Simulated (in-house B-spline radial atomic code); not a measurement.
Ionisation energies along the 33-electron series, configuration [Ar] 3d10 4s2 4p3, as differences of self-consistent energies. Dirac energy differences include first-order Breit, QED and recoil terms. NIST's values go from ground level to ground level; the uncertainty of those that are theory runs from under 0.1 % in few-electron ions to several per cent in heavy many-electron ones. Computed with a B-spline radial code for spherical atoms: Dirac-Hartree-Fock, average of the configuration, finite nuclei.

```json
{"ion": "Tm36+", "configuration after": "[Ar] 3d10 4s2 4p2", "ionisation energy (eV)": "1613.2", "IE/(q+1)² (eV)": "1.1784", "Breit and QED recoil part (eV)": "-1.5042", "tabulated value (eV)": "1591", "tabulated kind": "tabulated theory", "computed minus tabulated (eV)": "22.2"}
{"ion": "Yb37+", "configuration after": "[Ar] 3d10 4s2 4p2", "ionisation energy (eV)": "1692.1", "IE/(q+1)² (eV)": "1.1718", "Breit and QED recoil part (eV)": "-1.6082", "tabulated value (eV)": "1668", "tabulated kind": "tabulated theory", "computed minus tabulated (eV)": "24.1"}
{"ion": "Lu38+", "configuration after": "[Ar] 3d10 4s2 4p2", "ionisation energy (eV)": "1772.8", "IE/(q+1)² (eV)": "1.1656", "Breit and QED recoil part (eV)": "-1.7172", "tabulated value (eV)": "1747", "tabulated kind": "tabulated theory", "computed minus tabulated (eV)": "25.8"}
{"ion": "Hf39+", "configuration after": "[Ar] 3d10 4s2 4p2", "ionisation energy (eV)": "1855.5", "IE/(q+1)² (eV)": "1.1597", "Breit and QED recoil part (eV)": "-1.8311", "tabulated value (eV)": "1827", "tabulated kind": "tabulated theory", "computed minus tabulated (eV)": "28.5"}
{"ion": "Ta40+", "configuration after": "[Ar] 3d10 4s2 4p2", "ionisation energy (eV)": "1940.2", "IE/(q+1)² (eV)": "1.1542", "Breit and QED recoil part (eV)": "-1.9503", "tabulated value (eV)": "1910", "tabulated kind": "tabulated theory", "computed minus tabulated (eV)": "30.2"}
{"ion": "W41+", "configuration after": "[Ar] 3d10 4s2 4p2", "ionisation energy (eV)": "2026.8", "IE/(q+1)² (eV)": "1.149", "Breit and QED recoil part (eV)": "-2.0748", "tabulated value (eV)": "1994.8", "tabulated kind": "semi-empirical", "computed minus tabulated (eV)": "32.0"}
{"ion": "Re42+", "configuration after": "[Ar] 3d10 4s2 4p2", "ionisation energy (eV)": "2115.3", "IE/(q+1)² (eV)": "1.144", "Breit and QED recoil part (eV)": "-2.2048", "tabulated value (eV)": "2080", "tabulated kind": "tabulated theory", "computed minus tabulated (eV)": "35.3"}
{"ion": "Os43+", "configuration after": "[Ar] 3d10 4s2 4p2", "ionisation energy (eV)": "2205.9", "IE/(q+1)² (eV)": "1.1394", "Breit and QED recoil part (eV)": "-2.3404", "tabulated value (eV)": "2168", "tabulated kind": "tabulated theory", "computed minus tabulated (eV)": "37.9"}
{"ion": "Ir44+", "configuration after": "[Ar] 3d10 4s2 4p2", "ionisation energy (eV)": "2298.4", "IE/(q+1)² (eV)": "1.135", "Breit and QED recoil part (eV)": "-2.4818", "tabulated value (eV)": "2258", "tabulated kind": "tabulated theory", "computed minus tabulated (eV)": "40.4"}
{"ion": "Pt45+", "configuration after": "[Ar] 3d10 4s2 4p2", "ionisation energy (eV)": "2392.9", "IE/(q+1)² (eV)": "1.1308", "Breit and QED recoil part (eV)": "-2.6293", "tabulated value (eV)": "2350", "tabulated kind": "tabulated theory", "computed minus tabulated (eV)": "42.9"}
{"ion": "Au46+", "configuration after": "[Ar] 3d10 4s2 4p2", "ionisation energy (eV)": "2489.4", "IE/(q+1)² (eV)": "1.1269", "Breit and QED recoil part (eV)": "-2.7829", "tabulated value (eV)": "2443", "tabulated kind": "tabulated theory", "computed minus tabulated (eV)": "46.4"}
{"ion": "Hg47+", "configuration after": "[Ar] 3d10 4s2 4p2", "ionisation energy (eV)": "2587.9", "IE/(q+1)² (eV)": "1.1232", "Breit and QED recoil part (eV)": "-2.9429", "tabulated value (eV)": "2539", "tabulated kind": "tabulated theory", "computed minus tabulated (eV)": "48.9"}
{"ion": "Tl48+", "configuration after": "[Ar] 3d10 4s2 4p2", "ionisation energy (eV)": "2688.4", "IE/(q+1)² (eV)": "1.1197", "Breit and QED recoil part (eV)": "-3.1094", "tabulated value (eV)": "2635", "tabulated kind": "tabulated theory", "computed minus tabulated (eV)": "53.4"}
{"ion": "Pb49+", "configuration after": "[Ar] 3d10 4s2 4p2", "ionisation energy (eV)": "2791.0", "IE/(q+1)² (eV)": "1.1164", "Breit and QED recoil part (eV)": "-3.2826", "tabulated value (eV)": "2735", "tabulated kind": "tabulated theory", "computed minus tabulated (eV)": "56.0"}
```

Where a p, d or f electron is removed, the computed value is a mean over both j, so it misses the tabulated one by a part of the spin-orbit splitting; averaging over terms and missing correlation add to the gap, relatively most at low charge.
